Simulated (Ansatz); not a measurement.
Cost and result for the atomization energy of `[OH][Sb]([F])[F]` (5 atoms, 4 bonds).

Z-matrix (Å, degrees):
```
Sb
O 1 1.921
F 1 1.901 2 96.4
F 1 1.901 2 96.4 3 -93.2
H 2 0.964 1 114.3 3 46.6
```

The species carries charge 0 and has multiplicity 1. Correlated methods include outer-core shells of Sb, which these sets cover unevenly. Sb takes the def2 core potential. Geometry: relaxed with PBE0-D4/def2-TZVP. It is one conformer, not always the lowest. Program: Ansatz. All runs use 2 threads of an Arm Neoverse V1 on a shared host. Times are those of one run each, without the atoms' runs, and a repeat can differ threefold. Electronic energies, without spin–orbit coupling; frozen cores. CCSD(T)/CBS adds CCSD(T) − MP2 in def2-TZVPP to the MP2 limit, and its time is that of the two runs behind it. T1 = 0.015. With those shells the extrapolation isn't a true limit. HSE06 is the plane-wave form, built on full-range PBE exchange.

CCSD(T)/CBS is a level of theory with its own doubt, some kJ/mol a heavy atom from the limit and from the frozen cores, so smaller differences don't rank the functionals.

```csv
level,functions,wall time,atomization (kJ/mol),difference from CCSD(T)/CBS,per bond
LDA (SPW92)/def2-TZVPP,157,1.1 s,2066.0,346.3,86.6
revPBE-D4/def2-TZVPP,157,1.6 s,1692.5,-27.2,-6.8
PBE-D4/def2-TZVPP (with forces),157,2 s,1768.1,48.4,12.1
PBE0-D4/def2-TZVPP,157,2.3 s,1656.4,-63.3,-15.8
HSE06-D4/def2-TZVPP,157,2.5 s,1655.9,-63.8,-15.9
BHLYP-D4/def2-TZVPP,157,2.6 s,1559.9,-159.8,-39.9
CCSD(T)/def2-SVP,73,3.5 s,1450.0,-269.7,-67.4
r2SCANh-D4/def2-TZVPP,157,3.8 s,1656.0,-63.7,-15.9
PBE-QIDH/def2-TZVPP,157,4.4 s,1626.4,-93.3,-23.3
ωB97X-V/def2-TZVPP,157,7 s,1715.3,-4.4,-1.1
MP2/def2-QZVPP,283,10 s,1759.5,39.8,10.0
CCSD(T)/def2-TZVPP,157,70 s,1619.2,-100.5,-25.1
CCSD(T)/CBS(def2),–,80 s,1719.7,0.0,0.0
```

From PBE to PBE0 (25 % exact exchange), in def2-TZVPP and without D4, the atomization energy moves by −110.1 kJ/mol: exact exchange takes away binding that semilocal exchange gives to molecules. The D4 term adds +14.5 kJ/mol with B3LYP and +7.4 kJ/mol with PBE0; it sums over pairs of atoms, weighted by their polarisabilities, and B3LYP, whose exchange is more repulsive, gets the larger term. Leaving LDA and LC-ωPBE aside and taking each functional with its dispersion term where it has one, the values spread over 208.1 kJ/mol, from BHLYP-D4 to PBE-D4. LDA lies +306.8 kJ/mol from PBE without D4, its usual overbinding.

B3LYP here is the variant with VWN-RPA as its local correlation; programs differ in this.
